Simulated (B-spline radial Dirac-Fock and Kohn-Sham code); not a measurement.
# Internal conversion coefficients of Kr at 176 keV

Z = 36 (krypton), transition energy 176 keV. Level of theory: a Dirac-Hartree-Slater potential of the neutral atom with a Latter tail (no hole, which puts coefficients of high multipoles low close above an edge), finite nucleus with surface currents; a radial B-spline solver. Subshells that would emit electrons below 1 keV are left out.

```
subshell  electron energy (keV)        E2        E3        M1        M2       M5
       K                 161.67     0.100     0.560    0.0252     0.162     34.0
      L1                 174.08   0.00967    0.0525   0.00264    0.0183     4.92
      L2                 174.27   0.00138    0.0245  0.000101   0.00132     1.09
      L3                 174.32   0.00167    0.0256  3.91e-05  0.000882     2.95
      M1                 175.71   0.00158   0.00858  0.000438   0.00306    0.848
      M2                 175.78  0.000233   0.00416  1.72e-05  0.000225    0.188
      M3                 175.79  0.000282   0.00434  6.58e-06  0.000150    0.518
      M4                 175.91  4.96e-07  1.03e-05  2.71e-08  5.56e-07  0.00471
      M5                 175.91  5.84e-07  1.17e-05  2.65e-08  1.71e-07  0.00405
   total                            0.115     0.682    0.0285     0.186     44.7
```

Task: For a pure E3 transition, what fraction of decays emits a photon?

Result: 1/(1 + α) = 0.595 with the total α = 0.682; the total includes the outer subshells that are not listed.

Values without a named source are computed, but for edge energies of neutral atoms, which are taken from tables.
